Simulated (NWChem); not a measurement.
System: BHF, doublet; SMILES [BH]F

The following NWChem deck was run.

```
start job
memory heap 200 mb stack 900 mb global 1100 mb
geometry units angstroms
  B      0.140495     0.717025     0.000000
  F      0.027839    -0.578859     0.000000
  H     -0.836049     1.425126     0.000000
end
basis spherical
  * library def2-tzvp
end
dft
  odft
  mult 2
  xc becke88 perdew86
  iterations 150
end
driver
  maxiter 120
end
task dft optimize
task dft freq
```

Parts of the log:

```
             Northwest Computational Chemistry Package (NWChem) 7.3.0
             --------------------------------------------------------

 CS  symmetry detected

                             Geometry "geometry" -> ""
                             -------------------------

 Output coordinates in angstroms (scale by  1.889725989 to convert to a.u.)

  No.       Tag          Charge          X              Y              Z
 ---- ---------------- ---------- -------------- -------------- --------------
    1 B                    5.0000     0.15112955     0.72673302     0.00000000
    2 F                    9.0000     0.00572676    -0.56588631     0.00000000
    3 H                    1.0000    -0.80718861     1.45931169     0.00000000

 Effective nuclear repulsion energy (a.u.)      22.6826989079

      Symmetry information
      --------------------

 Group name             Cs
 Group number              2
 Group order               2
 No. of unique centers     3

                                Z-matrix (autoz)
                                --------

 Units are Angstrom for bonds and degrees for angles

      Type          Name      I     J     K     L     M      Value
      ----------- --------  ----- ----- ----- ----- ----- ----------
    1 Stretch                  1     2                       1.30077
    2 Stretch                  1     3                       1.20625
    3 Bend                     2     1     3               120.97777

  perdew86 is a nonlocal functional; adding perdew81 local functional.

                           NWChem Geometry Optimization
                           ----------------------------

 maximum gradient threshold         (gmax) =   0.000450
 rms gradient threshold             (grms) =   0.000300
 maximum cartesian step threshold   (xmax) =   0.001800
 rms cartesian step threshold       (xrms) =   0.001200
 fixed trust radius                (trust) =   0.300000
 source of zmatrix                         =   autoz

          -------------------
          Energy Minimization
          -------------------

 Using diagonal initial Hessian
 Scaling for Hessian diagonals: bonds = 1.00  angles = 0.25  torsions = 0.10

          --------
          Step   0

                                 NWChem DFT Module
                                 -----------------

 Summary of "ao basis" -> "ao basis" (spherical)
 ------------------------------------------------------------------------------
       Tag                 Description            Shells   Functions and Types
 ---------------- ------------------------------  ------  ---------------------
 B                         def2-tzvp                11       31   5s3p2d1f
 F                         def2-tzvp                11       31   5s3p2d1f
 H                         def2-tzvp                 4        6   3s1p

      Symmetry analysis of basis
      --------------------------

        a'         47
        a"         21

            General Information
            -------------------
          SCF calculation type: DFT
          Wavefunction type:  spin polarized.
          No. of atoms     :     3
          No. of electrons :    15
           Alpha electrons :     8
            Beta electrons :     7
          Charge           :     0
          Spin multiplicity:     2
          Use of symmetry is: on ; symmetry adaption is: on
          Maximum number of iterations: 150
          AO basis - number of functions:    68
                     number of shells:    26
          Convergence on energy requested:  1.00D-06
          Convergence on density requested:  1.00D-05
          Convergence on gradient requested:  5.00D-04

              XC Information
              --------------
                    Becke 1988 Exchange Functional  1.000
                Perdew 1981 Correlation Functional  1.000 local
                Perdew 1986 Correlation Functional  1.000 non-local

             Grid Information
             ----------------
          Grid used for XC integration:  medium
          Radial quadrature: Mura-Knowles
          Angular quadrature: Lebedev.
          Tag              B.-S. Rad. Rad. Pts. Rad. Cut. Ang. Pts.
          ---              ---------- --------- --------- ---------
          B                   0.85       49           7.0       434
          F                   0.50       49           8.0       434
          H                   0.35       45           7.0       434
          Grid pruning is: on
          Number of quadrature shells:   143
          Spatial weights used:  Erf1

      Superposition of Atomic Density Guess
      -------------------------------------

 Sum of atomic energies:        -124.45260042

      Non-variational initial energy
      ------------------------------

 Total energy =    -124.762919
 1-e energy   =    -216.616633
 2-e energy   =      69.171015
 HOMO         =      -0.096432
 LUMO         =       0.018948

   Symmetry analysis of molecular orbitals - initial alpha
   -------------------------------------------------------

  Numbering of irreducible representations:

     1 a'          2 a"

  Orbital symmetries:

     1 a'          2 a'          3 a'          4 a'          5 a'
     6 a"          7 a'          8 a'          9 a"         10 a'
    11 a'         12 a'         13 a"         14 a'         15 a'
    16 a"         17 a'         18 a'

   Symmetry analysis of molecular orbitals - initial beta
   ------------------------------------------------------

  Numbering of irreducible representations:

     1 a'          2 a"

  Orbital symmetries:

     1 a'          2 a'          3 a'          4 a'          5 a'
     6 a"          7 a'          8 a'          9 a"         10 a'
    11 a'         12 a'         13 a"         14 a'         15 a'
    16 a"         17 a'         18 a'

   convergence    iter        energy       DeltaE   RMS-Dens  Diis-err
 ---------------- ----- ----------------- --------- --------- ---------
 d= 0,ls=0.0,diis     1   -125.2356055012 -1.48D+02  7.61D-03  1.44D-01
                                                     5.42D-03  1.35D-01
 d= 0,ls=0.0,diis     2   -125.0709512563  1.65D-01  3.72D-03  6.40D-01
                                                     3.57D-03  6.59D-01
 d= 0,ls=0.0,diis     3   -125.2958168837 -2.25D-01  9.74D-04  9.48D-03
                                                     7.02D-04  9.14D-03
 d= 0,ls=0.0,diis     4   -125.2981139501 -2.30D-03  5.65D-04  1.02D-03
                                                     2.34D-04  7.95D-04
 d= 0,ls=0.0,diis     5   -125.2985720322 -4.58D-04  7.84D-05  1.73D-05
                                                     5.98D-05  2.04D-05
  Resetting Diis
 d= 0,ls=0.0,diis     6   -125.2985841969 -1.22D-05  2.99D-05  1.75D-06
                                                     7.41D-06  9.89D-07
 d= 0,ls=0.0,diis     7   -125.2985852541 -1.06D-06  2.56D-06  2.84D-08
                                                     3.67D-06  5.84D-08
 d= 0,ls=0.0,diis     8   -125.2985852570 -2.88D-09  1.65D-06  1.14D-07
                                                     1.35D-06  9.44D-08

         Total DFT energy =     -125.298585256963
      One electron energy =     -217.410110878559
           Coulomb energy =       84.278301351391
    Exchange-Corr. energy =      -14.849474637658
 Nuclear repulsion energy =       22.682698907862

 Numeric. integr. density =       14.999998522766

                  Occupations of the irreducible representations
                  ----------------------------------------------

                     irrep           alpha         beta
                     --------     --------     --------
                     a'                7.0          6.0
                     a"                1.0          1.0

                    DFT Final Alpha Molecular Orbital Analysis
                    ------------------------------------------

 Vector    6  Occ=1.000000D+00  E=-4.386527D-01  Symmetry=a"
              MO Center=  2.0D-02, -4.4D-01,  6.6D-16, r^2= 6.2D-01
   Bfn.  Coefficient  Atom+Function         Bfn.  Coefficient  Atom+Function
  ----- ------------  ---------------      ----- ------------  ---------------
    39      0.479417  2 F  pz                42      0.384138  2 F  pz
    45      0.225364  2 F  pz                 8      0.140430  1 B  pz
    11      0.091039  1 B  pz                16     -0.026181  1 B  d -1
    14      0.025017  1 B  pz

 Vector    7  Occ=1.000000D+00  E=-3.886614D-01  Symmetry=a'
              MO Center= -1.8D-01,  7.9D-01, -1.5D-15, r^2= 1.6D+00
   Bfn.  Coefficient  Atom+Function         Bfn.  Coefficient  Atom+Function
  ----- ------------  ---------------      ----- ------------  ---------------
     4      0.222168  1 B  s                  7      0.219841  1 B  py
    64      0.219624  3 H  s                 37      0.213980  2 F  px
     3      0.205212  1 B  s                 38     -0.189266  2 F  py
    40      0.171273  2 F  px                63      0.151769  3 H  s
    41     -0.142121  2 F  py                10      0.126179  1 B  py

[...]

      ----------------------
      Optimization converged
      ----------------------

  Step       Energy      Delta E   Gmax     Grms     Xrms     Xmax
  ---- ---------------- -------- -------- -------- -------- --------
@    3    -125.29877280 -4.6D-07  0.00013  0.00008  0.00066  0.00151
                                     ok       ok       ok       ok

                                Z-matrix (autoz)
                                --------

 Units are Angstrom for bonds and degrees for angles

      Type          Name      I     J     K     L     M      Value     Gradient
      ----------- --------  ----- ----- ----- ----- ----- ---------- ----------
    1 Stretch                  1     2                       1.31464    0.00013
    2 Stretch                  1     3                       1.21469   -0.00003
    3 Bend                     2     1     3               120.59485   -0.00001

                         Geometry "geometry" -> "geometry"
                         ---------------------------------

 Output coordinates in angstroms (scale by  1.889725989 to convert to a.u.)

  No.       Tag          Charge          X              Y              Z
 ---- ---------------- ---------- -------------- -------------- --------------
    1 B                    5.0000     0.15599685     0.73083882     0.00000000
    2 F                    9.0000     0.00576245    -0.57518923     0.00000000
    3 H                    1.0000    -0.81209160     1.46450881     0.00000000

 Effective nuclear repulsion energy (a.u.)      22.4591461063

      Symmetry information
      --------------------

 Group name             Cs
 Group number              2
 Group order               2
 No. of unique centers     3

                Final and change from initial internal coordinates
                --------------------------------------------------

                                Z-matrix (autoz)
                                --------

 Units are Angstrom for bonds and degrees for angles

      Type          Name      I     J     K     L     M      Value       Change
      ----------- --------  ----- ----- ----- ----- ----- ---------- ----------
    1 Stretch                  1     2                       1.31464    0.01387
    2 Stretch                  1     3                       1.21469    0.00844
    3 Bend                     2     1     3               120.59485   -0.38292

 ==============================================================================
                                internuclear distances
 ------------------------------------------------------------------------------
       center one      |      center two      | atomic units |  angstroms
 ------------------------------------------------------------------------------
    2 F                |   1 B                |     2.48431  |     1.31464
    3 H                |   1 B                |     2.29543  |     1.21469
 ------------------------------------------------------------------------------
                         number of included internuclear distances:          2
 ==============================================================================

[second-derivative integrals and response iterations left out]

  Vibrational analysis via the FX method

  See chapter 2 in "Molecular Vibrations" by Wilson, Decius and Cross

  Vib: Default input used

 ---------------------------- Atom information ----------------------------
     atom    #        X              Y              Z            mass
 --------------------------------------------------------------------------
    B        1  2.9479130D-01  1.3810851D+00  0.0000000D+00  1.1009310D+01
    F        2  1.0889449D-02 -1.0869500D+00  0.0000000D+00  1.8998400D+01
    H        3 -1.5346306D+00  2.7675204D+00  0.0000000D+00  1.0078250D+00
 --------------------------------------------------------------------------

[unprojected Hessian and modes left out]

        Vibrational analysis via the FX method
  --- with translations and rotations projected out ---
  --- via the Eckart algorithm                      ---
 Projected Nuclear Hessian trans-rot subspace norm:1.0863D-33
                         (should be close to zero!)

[projected Hessian left out]

 Rotational Constants
 --------------------
 A=  18.724790 cm-1  ( 26.940193 K)
 B=   1.181856 cm-1  (  1.700389 K)
 C=   1.111689 cm-1  (  1.599437 K)

 Temperature                      =   298.15K
 frequency scaling parameter      =   1.0000

 Zero-Point correction to Energy  =    6.700 kcal/mol  (  0.010677 au)
 Thermal correction to Energy     =    8.512 kcal/mol  (  0.013564 au)
 Thermal correction to Enthalpy   =    9.104 kcal/mol  (  0.014508 au)

 Total Entropy                    =   53.181 cal/mol-K
   - Translational                =   36.212 cal/mol-K (mol. weight =  31.0155)
   - Rotational                   =   16.828 cal/mol-K (symmetry #  =        1)
   - Vibrational                  =    0.142 cal/mol-K

 Cv (constant volume heat capacity) =    6.547 cal/mol-K
   - Translational                  =    2.979 cal/mol-K
   - Rotational                     =    2.979 cal/mol-K
   - Vibrational                    =    0.588 cal/mol-K

[normal modes left out]

 ----------------------------------------------------------------------------
 Normal Eigenvalue ||           Projected Infra Red Intensities
  Mode   [cm**-1]  || [atomic units] [(debye/angs)**2] [(KM/mol)] [arbitrary]
 ------ ---------- || -------------- ----------------- ---------- -----------
    1       -0.000 ||    0.000576           0.013         0.561       0.170
    2       -0.000 ||    0.000330           0.008         0.322       0.097
    3        0.000 ||    0.001210           0.028         1.180       0.357
    4        0.000 ||    0.000008           0.000         0.008       0.002
    5        0.000 ||    0.010481           0.242        10.218       3.089
    6        0.000 ||    0.000002           0.000         0.002       0.001
    7      955.119 ||    0.039416           0.909        38.424      11.615
    8     1281.260 ||    0.155945           3.598       152.023      45.955
    9     2452.581 ||    0.097440           2.248        94.989      28.714
 ----------------------------------------------------------------------------
```

Level: BP86/def2-TZVP, spin-unrestricted. In the optimisation the excess spin sits in a' (Cs, its own frame). No stability test was run on the SCF state.
